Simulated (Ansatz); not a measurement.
A run for Ansatz (a program for electronic structure): R-PBE0/def2-TZVPP on C2H4 (SMILES C=C).

Ansatz 0.2 input:
```yaml
crystal:
  periodic: [false, false, false]
  atoms:
    - {symbol: C, position_ang: [0.00000000, -0.00000000, 0.66642198]}
    - {symbol: C, position_ang: [0.00000000, 0.00000000, -0.66642198]}
    - {symbol: H, position_ang: [-0.00000000, 0.93106663, 1.24200051]}
    - {symbol: H, position_ang: [-0.00000000, -0.93106663, 1.24200051]}
    - {symbol: H, position_ang: [-0.00000000, 0.93106663, -1.24200050]}
    - {symbol: H, position_ang: [-0.00000000, -0.93106663, -1.24200050]}
basis:
  gaussian:
    orbitals: def2-TZVPP
hamiltonian:
  xc: {name: PBE0}
scf: {lower_state_search: off}
```

It printed:

```
WARN ansatz: RAYON_NUM_THREADS=4 ignored (pool sized by the plan → 4); use --threads N
Functional definition: PBE0
these checks for a lower state are left out or cut short: stability, starts, cluster_reference, orbital_swaps, neighbouring_geometries, increment
integrals: 0.02 GiB planned
596 factors; their error is unknown
mean field: 0.30 GiB planned
mean field evaluation 1: about -2131.7121 eV, gradient 4.4e1 eV
mean field evaluation 2: about -2130.9430 eV, gradient 4.6e1 eV
mean field evaluation 4: about -2136.4514 eV, gradient 2.5e-1 eV
mean field evaluation 8: about -2136.4517 eV, gradient 1.6e-3 eV
mean field -2136.45168787 eV, -78.5131513901 hartree, gradient 5.9e-7 eV, S^2 0.000000; 0 other end points of the search recorded, 0 dependent functions left out
reference -2136.45171024 eV, -78.5131522122 hartree; 8, 8 occupied and 110, 110 virtual orbitals, 596 factors
Total energy: -2136.45171024 eV, -78.5131522122 hartree
Checks for a lower state left out: stability, starts, cluster_reference, orbital_swaps, neighbouring_geometries, increment
```

Self-consistency was reached.

Cost: about 1.2 core-seconds (a rough figure).
